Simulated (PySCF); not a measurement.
## A small calculation by hand: oscillator strength and radiative lifetime

Te(Me)(SiMe3) (C4H12SiTe), SMILES C[Te][Si](C)(C)C.

The structure is a stationary point at B3LYP-D3(BJ)/def2-SVP. The def2 effective core potentials stand for the cores of Te; spin–orbit coupling is left out. The values are those of a single conformer.

TDA-M06-2X/def2-SVPD run with PySCF puts the first singlet state with f over 0.02 at 5.05 eV (vertical), with the transition dipole (0.101, -0.240, 0.462) in atomic units.

Task: Find the oscillator strength, the wavelength and the radiative lifetime that this transition would have in vacuum if emission retraced absorption.

Result: 
|μ|² = 0.2812 au, so |μ| = 1.35 D. ΔE = 5.05/27.211 = 0.1856 hartree. f = (2/3) ΔE |μ|² = 0.035 (the program prints 0.035).
λ = 1239.84/5.05 = 246 nm; ν = 40731 cm⁻¹.
Einstein's coefficient A = 0.6670 ν² f s⁻¹ (ν in cm⁻¹) = 3.9e7 s⁻¹, so τ = 1/A = 26 ns. This state is S2; the lower singlet has f = 0.001. The figure is the radiative limit of this one transition; relaxation, internal conversion, crossing to triplets and a medium change what is measured.
